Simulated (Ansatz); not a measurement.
A nudged elastic band was laid between two geometries of AsFH2Mg (5 atoms, charge 0, multiplicity 1).

All numbers below come from Ansatz, RKS r2SCANh-D4/def2-SVP.

```yaml
movable_images: 7
climbing_image: yes
spring: 5.0 eV/Å²
optimiser: quadratic models (default)
start_path: IDPP
force_threshold: 0.05 eV/Å
iteration_limit: 60
end_points: relaxed
```

Initial state:

```xyz
5
Properties=species:S:1:pos:R:3
F -1.274 -2.203 1.474
Mg -0.322 -0.930 0.716
As 1.098 0.878 -0.332
H -0.081 1.832 -0.163
H 0.579 0.424 -1.695
```

Final state:

```xyz
5
Properties=species:S:1:pos:R:3
F -1.219 -2.214 1.507
Mg -0.694 -0.869 0.498
As -0.002 1.063 -0.977
H 0.627 1.713 0.252
H 1.288 0.306 -1.280
```

(1) What changes between the two ends?

(2) What energy profile does the band end with?

(3) What is the geometry of the highest image?

(4) What are the harmonic wavenumbers there?

Results:

(1) No bond is made or broken. The height of As3 over the plane of its neighbours goes from -1.00 to 1.00 Å. The two ends are copies of one structure, up to a mirror image or an exchange of like atoms.

(2) It converged. The highest image is number 4 of 0 to 8, 0.81 eV above the ends, which have the same energy within 2 meV. A vibrational analysis at the climbing image gives one clearly imaginary mode, 504i cm⁻¹: a first-order saddle point.

```csv
image,path coordinate (Å),energy (eV),height of As3 over the plane of its neighbours (Å)
0,0.00,0.00,-1.00
1,0.34,0.04,-0.91
2,0.68,0.19,-0.73
3,1.02,0.57,-0.39
4,1.36,0.81,0.00
5,1.70,0.57,0.39
6,2.04,0.19,0.73
7,2.38,0.04,0.91
8,2.72,0.00,1.00
```

(3) 
```xyz
5
Properties=species:S:1:pos:R:3
F -1.107 -2.439 1.762
Mg -0.502 -1.105 0.798
As 0.327 0.721 -0.521
H 0.284 2.172 -0.192
H 0.998 0.651 -1.847
```

(4) 504i, 119, 135, 296, 333, 781, 961, 2373, 2395 cm⁻¹.

Time of the run: 94 s on 1 thread of Intel(R) Xeon(R) 6975P-C (Granite Rapids) (shared host), peak memory 0.19 GiB.
